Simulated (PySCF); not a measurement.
CH₃, SMILES [CH3+], charge +1.

Geometry: ωB97X-D3(BJ)/def2-TZVPD.

Two levels are set side by side: TDA-PBE/def2-TZVPD (PySCF) and EOM-CCSD/aug-cc-pVDZ (PySCF). Vertical, same geometry; the bases differ. Differences are taken from unrounded values.

```
quantity                                      TDA-PBE
--------------------------------------------  -------
lowest singlet excitation (eV)                   5.82
lowest triplet excitation (TDA for PBE) (eV)     4.56
```

Task: These are the TDA-PBE values. What does EOM-CCSD give? (Estimate from the structure and the level; the computed values follow.)

Result: 
```csv
quantity,EOM-CCSD,TDA-PBE minus EOM-CCSD
lowest singlet excitation (eV),6.14,-0.31
lowest triplet excitation (TDA for PBE) (eV),5.12,-0.56
```

Functionals without exact exchange tend to place singlet excitations lower, as here. Differences between two approximate levels are no errors against the true value.

Rough cost on one machine, each run with all the roots and properties that it gave: EOM-CCSD against TDA-PBE about 3 times.
